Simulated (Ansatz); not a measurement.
Total energies of Be₃S₂ from Ansatz at PBE-D4/def2-TZVP, gas phase (1 Eh = 27.2114 eV = 2625.5 kJ/mol). The reference geometry is relaxed at r2SCAN-D4/def2-TZVP.

```tsv
atom	x (Å)	y (Å)	z (Å)
Be1	-0.022	0.485	1.395
Be2	-0.066	-0.795	-0.409
Be3	0.178	1.404	-0.423
S4	0.141	0.312	-1.981
S5	-0.232	-1.406	1.418
```

```tsv
state	geometry	energy (Eh)
charge 0 singlet	reference	-840.34457
charge 1 doublet	reference	-840.03027
charge 0 triplet	relaxed at r2SCAN-D4/def2-TZVP	-840.27181
charge 0 quintet	relaxed at r2SCAN-D4/def2-TZVP	-840.16284
free Be atom (singlet)	–	-14.62825
free S atom (triplet)	–	-397.93833
```

Task: Work out the vertical ionisation energy to the doublet.

Result: E(charge 1 doublet) − E(charge 0 singlet) = -840.03027 − (-840.34457) = 0.31430 Eh = 8.55 eV. For comparison, −ε of the highest occupied level is 5.75 eV at this level, 2.80 eV less.

Task: Which of the charge 0 states is lowest, and how far above it are the others?

Result: The singlet. triplet: -840.27181 − (-840.34457) = 0.07276 Eh = 191.0 kJ/mol; quintet: -840.16284 − (-840.34457) = 0.18173 Eh = 477.1 kJ/mol. The quintet differs in its bonds from the reference.

Task: What is the binding energy per atom against free atoms?

Result: Atoms: 3 × (-14.62825) + 2 × (-397.93833) = -839.76141 Eh. Binding: -839.76141 − (-840.34457) = 0.58316 Eh = 15.87 eV, or 3.17 eV for each of 5 atoms (no zero-point energy, no counterpoise term).

The structure comes from a short search, and lower isomers may exist.
